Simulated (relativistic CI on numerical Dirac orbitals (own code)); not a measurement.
One change at a time: Cd⁸⁺

Base calculation: Dirac-Coulomb-Breit CI, KLI orbitals optimised for each configuration, model QED (radiative potential, 1s self-energy scaled to tabulated hydrogen-like ionisation energies), unscaled Slater integrals.

CI space (outside the closed core [Ar] 3d10): 4s²4p⁶4d⁴, 4s²4p⁶4d³4f, 4s²4p⁵4d⁵, 4s²4p⁶4d³5s, 4s²4p⁶4d³5p, 4s4p⁶4d⁵, 4s²4p⁶4d²5s5p, 4s²4p⁵4d⁴4f, 4s²4p⁶4d³5d, 4s²4p⁶4d²4f5s, 4s²4p⁶4d³6s, 4s²4p⁶4d³6p, 4s²4p⁶4d³5f, 4s4p⁶4d⁴4f, 4s²4p⁵4d⁴5s, 4s²4p⁶4d³6d, 4s²4p⁶4d³5g, 4s²4p⁶4d³7s, 4s²4p⁶4d³7p, 4s²4p⁶4d³6f, 4s4p⁶4d⁴5s, 4s4p⁶4d³5s5p, 4s²4p⁶4d²5s², 4s²4p⁶4d4f5s², 4s²4p⁶4d5s²5p, 4s²4p⁵4d²4f5s², 4p⁶4d⁶, 4p⁵4d⁷, 4p⁵4d⁶4f. Double excitations out of closed p, d and f shells are left out; levels of such configurations are missing from the list, as are those of other unlisted configurations, and high levels can miss mixing partners. These lack a partner that the ground configuration has and come out too high: 4s²4p⁵4d⁴5s.

Variants: (1) QED terms removed; (2) only the first configuration. Shifts of the energy above 4s²4p⁶4d⁴ ⁵D0, in cm⁻¹, for the lowest level and the first level of each name with at least 55 % of one term (blank where a level changes its place among those of its configuration and J or its character, or is not in the variant):

| Level | Base | Δ(1) | Δ(2) |
| --- | --- | --- | --- |
| 4s²4p⁶4d⁴ ⁵D0 | 0.0 | 0.0 | 0.0 |
| 4s²4p⁶4d⁴ ⁵D1 | 1460.3 | -7.7 | +78.9 |
| 4s²4p⁶4d⁴ ⁵D2 | 3609.5 | -16.1 | +144.6 |
| 4s²4p⁶4d⁴ ⁵D3 | 6060.9 | -23.5 | +172.3 |
| 4s²4p⁶4d⁴ ⁵D4 | 8664.6 | -29.7 | +149.1 |
| 4s²4p⁶4d⁴ ³H4 | 27139.2 | -6.9 | +955.3 |
| 4s²4p⁶4d⁴ ³P0 | 28547.5 | +3.3 | -1927.3 |
| 4s²4p⁶4d⁴ ³H5 | 30279.1 | -20.9 | +1129.0 |
| 4s²4p⁶4d⁴ ³H6 | 32392.5 | -26.6 | +1157.4 |
| 4s²4p⁶4d⁴ ³G3 | 32793.1 | -10.8 | +511.2 |
| 4s²4p⁶4d⁴ ³P1 | 34687.7 | -16.5 | -1970.7 |
| 4s²4p⁶4d⁴ ³F2 | 35119.1 | -16.2 | -572.5 |
| 4s²4p⁶4d⁴ ³F3 | 40066.3 | -34.5 | +433.2 |
| 4s²4p⁶4d⁴ ³P2 | 41001.9 | -25.5 | -1132.8 |
| 4s²4p⁶4d⁴ ³G5 | 41620.1 | -40.9 | +1311.4 |
| 4s²4p⁶4d⁴ ³D3 | 45516.9 | -19.0 | +1634.4 |
| 4s²4p⁶4d⁴ ¹I6 | 45692.5 | -36.8 | +1773.7 |
| 4s²4p⁶4d⁴ ³D2 | 48117.7 | -34.8 | +203.3 |
| 4s²4p⁶4d⁴ ³D1 | 48371.2 | -31.8 | +1438.5 |
| 4s²4p⁶4d⁴ ¹G4 | 52247.8 | -47.2 | +817.5 |
| 4s²4p⁶4d⁴ ¹S0 | 57115.5 | -33.9 | +651.4 |
| 4s²4p⁶4d⁴ ¹D2 | 61686.1 | -35.4 | -1572.3 |

At this charge configurations can still be misplaced by up to about 7 % of their energy. Terms inside the open d or f shell come out 10 to 20 % too wide with unscaled integrals.

Ionisation energy from the two ground configurations alone: base 150.432 eV. The NIST ASD value (theoretical) is 150 eV.

LS names give the leading component of a level, which can be under half, so a name can repeat, a term be missing and a line seem to break the LS rules.
